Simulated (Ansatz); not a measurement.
ClH$_{3}$MoO$_{3}$S, SMILES `[OH][Mo]([OH])([OH])(=[S])[Cl]`, relaxed with RKS PBE-D4/def2-SVP in Ansatz from a rough embedded geometry. The force threshold is 0.03 eV/Å; the program also tests the step.

The species carries charge 0 and has multiplicity 1. Mo: def2 effective core potential.

Start:

```xyz
9

O    -0.679   -1.484   -0.122
Mo    0.180    0.549    0.104
O     1.419   -0.554    1.475
O    -1.824    0.577    0.126
S     0.105    1.529   -1.902
Cl    2.578    0.750   -0.574
H    -0.247   -1.759   -0.980
H     0.895   -0.696    2.247
H    -2.427    1.087   -0.373
```

```csv
step,energy (eV),largest force (eV/Å),largest move (Å)
1,-31377.0176,4.486,0.000
2,-31378.9551,2.190,0.195
3,-31379.9247,1.521,0.196
4,-31380.5949,1.443,0.200
5,-31381.0611,1.004,0.195
6,-31381.2784,0.751,0.193
7,-31381.3737,0.974,0.191
8,-31381.4507,1.504,0.193
9,-31381.5408,1.375,0.195
10,-31381.6194,1.169,0.193
11,-31381.6502,1.170,0.176
15,-31381.6958,0.246,0.051
19,-31381.8055,0.754,0.138
23,-31381.9688,0.438,0.200
27,-31382.0876,0.318,0.200
31,-31382.1110,0.033,0.013
35 (rejected),-31382.1133,0.334,0.098
39,-31382.1163,0.089,0.024
43,-31382.1204,0.144,0.006
47,-31382.1254,0.107,0.054
51,-31382.1377,0.223,0.075
55,-31382.1458,0.176,0.097
59,-31382.1652,0.660,0.102
63,-31382.2001,0.220,0.098
67,-31382.2055,0.043,0.022
71,-31382.2070,0.052,0.019
73,-31382.2070,0.020,0.009
```

End:

```xyz
9

O    -0.214   -1.244   -1.269
Mo   -0.080    0.201   -0.065
O     0.593    0.908    1.538
O    -1.808   -0.048    0.612
S    -0.141    1.870   -1.368
Cl    2.207   -0.713   -0.028
H     0.578   -1.810   -1.392
H     1.479    0.622    1.846
H    -2.614    0.214    0.127
```

Hardware: 4 threads of an Arm Neoverse V2 on a shared host. Wall time 2.5 min, peak host memory 0.2 GiB.
